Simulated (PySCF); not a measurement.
BrHg, charge +1. Atoms are numbered in the order given.

```xyz
2

Hg     0.0000     0.0000    -0.7228
Br     0.0000     0.0000     1.6520
```
Charge +1, spin multiplicity 1.

Geometry optimised at r2SCAN-D4/def2-TZVP. The spin state was assumed, not searched. The def2 effective core potentials stand for the cores of Hg; spin–orbit coupling is left out.

Method: PBE/def2-TZVPD run with PySCF.

The molecule is in vacuum.

The total energy is -2726.97662 hartree and the point group is C∞v. The highest occupied level is -13.20 eV and the lowest empty level is -12.08 eV. The orbital gap comes out as 1.12 eV and the dipole moment about the centre of nuclear charge is 2.32 D. The mean static polarisability comes out as 43.7 bohr³ (6.48 Å³). The polarisability, principal values comes out as 32.9, 32.9, 65.4 bohr³.
